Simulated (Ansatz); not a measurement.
BeCl2, charge -1, doublet, geometry from GFN2-xTB (such geometries of metal compounds can be far from the true shape) (a state made from the parent by changing its charge; the spin is typed, not shown lowest) (a gas-phase anion, which may not be bound at this level); REVPBE/6-311G** (Ansatz, an electronic-structure program).

Input for Ansatz:
Ansatz 0.2 input:
```yaml
crystal:
  periodic: [false, false, false]
  atoms:
    - {symbol: Be, position_ang: [0.63523935, -0.52375334, 0.52873359]}
    - {symbol: Cl, position_ang: [1.12177449, 0.35563755, -1.20848181]}
    - {symbol: Cl, position_ang: [-1.27124257, -0.23240147, 1.08407390]}
basis:
  gaussian:
    orbitals: 6-311G__.json
hamiltonian:
  xc: revpbe
total_charge: -1
magnetization: {spin_polarized: true, initial_magnetization: 1}
accuracy: high
```
The basis file holds 6-311G** in the JSON format of the Basis Set Exchange.

Q: Predict the main parts of the log of this Ansatz run.

A: 
```
Functional definition: revPBE
1172 factors; integrals over basis functions are off by at most 1.5e-8 eV
mean field evaluation 1: about -25446.4061 eV, gradient 9.6e0 eV
mean field evaluation 2: about -25446.2811 eV, gradient 1.1e1 eV
mean field evaluation 4: about -25446.8346 eV, gradient 5.8e-1 eV
mean field evaluation 8: about -25446.8366 eV, gradient 8.0e-3 eV
mean field evaluation 16: about -25446.8366 eV, gradient 2.8e-6 eV
mean field -25446.83656506 eV, -935.1539952806 hartree, gradient 1.4e-8 eV, S^2 0.751499; 0 other end points of the search recorded, 0 dependent functions left out
reference -25446.83656819 eV, -935.1539953958 hartree; 20, 19 occupied and 52, 53 virtual orbitals, 1172 factors
Total energy: -25446.83656819 eV, -935.1539953958 hartree
```
